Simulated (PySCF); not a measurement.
# Spinor energies of C(2+) (carbon, charge +2)

Start: [He] 2p2; 2p3/2 filled at m_j = +1/2, +3/2. Calculated with PySCF 2.14 in x2c-TZVPall-2c with one added diffuse shell each of s, p, d type (6s4p3d1f, 40 functions): generalised Hartree-Fock with the X2C-1e Hamiltonian and a Gaussian nucleus; one run each with spin-orbit coupling (SO) switched off, then screened by Boettger's factors. This is a chosen level, not necessarily the ground level.

```
spinor shell  electrons  ε, spin-free (eV)  ε, screened SO (eV)  weight of nominal j (screened SO)  rms radius, screened SO (bohr)
       1s1/2          2            -341.64              -341.64                              1.000                           0.312
       2p3/2          2            -38.907              -38.906                              0.832                            1.46
```

```tsv
quantity	spin-free	screened SO
E (hartree)	-35.85624	-35.85609
M_J	2	2
⟨J²⟩	6.000	6.000
⟨L²⟩	2.000	2.000
⟨S²⟩	2.000	2.000
```

Each row is a mean over spinors that exchange with the open shell spreads, by up to 1.689 eV (1s1/2).

Rows whose weight is well below 1 are mixtures of j = l ± 1/2: exchange outweighs spin-orbit coupling there, and the label is only the starting occupation.

Without spin-orbit coupling the j labels of p, d and f shells carry no meaning; the spin-free column gives the mean over the occupied spinors of each nl shell.
